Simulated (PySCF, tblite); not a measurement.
Isomers of [C6H8ClNO]- (charge -1 and doublet state), one GFN2-xTB conformer each. Single-point energies are computed at B3LYP/pcH-1 (PySCF, gas phase, no added dispersion term), electronic only. GFN2-xTB treats the open shell by occupation alone, and not every SCF solution was tested for stability.

Question: Rank them by B3LYP/pcH-1 energy, lowest first (kcal/mol).
A. `[CH2:1]=[C:2]([CH2:3]/[CH:4]=[CH:5]\[Cl:6])[C:7]([NH2:8])[O-:9]` (charge -1 and doublet state) with C1–C2–C3–C4 97°, C2–C3–C4–C5 112°, C1–C2–C7–N8 -175°
B. `[CH2:1]=[CH:2][N-:3][CH:4]/[C:5](=[CH:6]\[Cl:7])[O:8][CH3:9]` (charge -1 and doublet state) with C1–C2–N3–C4 179°, C2–N3–C4–C5 179°, N3–C4–C5–C6 179°, C4–C5–O8–C9 40°

Answer: A (0.0), B (18.8).

As drawn, the lower has an N–H bond, which the higher lacks. GFN2-xTB itself gives, in the same order: 1.5, 0.0. GFN2-xTB puts C=C[N-][CH]/C(=C\Cl)OC lowest instead.

Q: What happens when harmonic zero-point energies from GFN2-xTB frequencies are added?

A: 
```
                 SMILES  ZPE (kcal/mol)  electronic (kcal/mol)  with ZPE (kcal/mol)
C=C(C/C=C\Cl)[C](N)[O-]            77.6                    0.0                  0.0
 C=C[N-][CH]/C(=C\Cl)OC            76.8                   18.8                 18.0
```

The zero-point energies span 0.8 kcal/mol. The order is unchanged.
